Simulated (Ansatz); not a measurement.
`[NH2][GeH2][CH2]F` → fluoromethane + `[NH2][GeH]` at 400 K and 1 bar (germylene formation by 1,1-elimination).

Gas-phase electronic energies from Ansatz, PBE0-D4/def2-TZVP geometries. CCSD(T)/CBS is the MP2 limit (def2-TZVPP, def2-QZVPP) plus CCSD(T) − MP2 in def2-TZVPP, frozen cores. This one scheme is used for every species. For Ge outer-core shells are correlated without core-valence functions, which leaves a few kJ/mol of doubt a bond. Scalar relativity is left out up to krypton. Each species was taken in one conformer, which may not be the lowest.

```json
{"species": "`[NH2][GeH2][CH2]F`", "CCSD(T)/CBS energy (Eh)": "-2272.26147", "H − E (kJ/mol)": "218.1", "S (J/(mol·K))": "370.5"}
{"species": "`CF`", "CCSD(T)/CBS energy (Eh)": "-139.63461", "H − E (kJ/mol)": "117.5", "S (J/(mol·K))": "234.3"}
{"species": "`[NH2][GeH]`", "CCSD(T)/CBS energy (Eh)": "-2132.60664", "H − E (kJ/mol)": "102.2", "S (J/(mol·K))": "275.6"}
```

H − E and S are ideal-gas, rigid-rotor, harmonic terms from PBE0-D4/def2-TZVP, for one conformer and one mirror image of each species. 1 Eh = 2625.50 kJ/mol, R = 8.31446 J/(mol·K).

By hand: ΔE, ΔH, ΔS and ΔG.

ΔE = (-139.63461) + (-2132.60664) − (-2272.26147) = 0.02022 Eh = 53.1 kJ/mol. Δ(H − E) = 117.5 + 102.2 − 218.1 = 1.6, so ΔH = 54.7 kJ/mol. ΔS = 234.3 + 275.6 − 370.5 = 139.4 J/(mol·K). ΔG = 54.7 − 400 × (139.4)/1000 = -1.1 kJ/mol.

By hand: the equilibrium constant, and the temperature at which ΔG would vanish if ΔH and ΔS stayed fixed.

log₁₀ K = −ΔG/(RT ln 10) = 0.1. ΔG = 0 at ΔH/ΔS = 392 K.

The number of gas molecules changes by +1, which sets the sign of ΔS. The sign of ΔG lies within the doubt. A doubt of 5 kJ/mol in ΔE shifts log₁₀ K by 0.7 here. Other conformers and mirror images would add mixing entropy, several J/(mol·K) or more a flexible species. These are equilibria of isolated gas molecules and say nothing of rates. Largest T1 diagnostic: 0.015 (customary marks: 0.02 for closed shells, 0.045 for open ones).
